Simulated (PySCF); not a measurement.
## Shapes and spin states of ReF₃

All numbers come from PySCF, PBE0, basis Re def2-SVP with ECP60, F def2-SVP (scalar-relativistic core potentials, no spin–orbit coupling, density fitting).

Relaxations began from a few typed shapes and spin states; open shells are unrestricted. The search is not exhaustive: other isomers or separated fragments can lie lower, and high-lying points may rest on an excited occupation.

**Question.** Which is the lowest minimum found?
A. triplet D3h: Re–F 1.824 Å (×3); F–Re–F 120.0° (×3)
B. quintet C2v: Re–F 1.858 Å, Re–F 1.912 Å (×2); F–Re–F 99.8° (×2), F–Re–F 160.3°
C. singlet (closed shell, unstable to spin polarisation) C2v: Re–F 1.794 Å, Re–F 1.825 Å (×2); F–Re–F 93.8°, F–Re–F 133.1° (×2)
D. singlet (closed shell, unstable to spin polarisation) C2v: Re–F 1.794 Å (×2), Re–F 1.855 Å; F–Re–F 106.9° (×2), F–Re–F 146.2°
E. quintet C2v: Re–F 1.881 Å (×2), Re–F 1.885 Å; F–Re–F 84.4°, F–Re–F 137.8° (×2)

**Answer.** E. The others lie at 0.3 (triplet D3h), 24.2 (quintet C2v, a saddle point), 96.5 (singlet C2v), 103.4 (singlet C2v, a saddle point) kJ/mol above it.

Formally Re is in oxidation state +3, d4, with 4 unpaired electrons (the high-spin count). The Mulliken spin on Re is 3.74. The polar-tensor charge on Re, 1.69, is far below the formal one.

For the lowest minimum: open d and f shells are described by one determinant, and the ground state may have another occupation or spin. Spin–orbit coupling, left out here, can matter for elements this heavy.
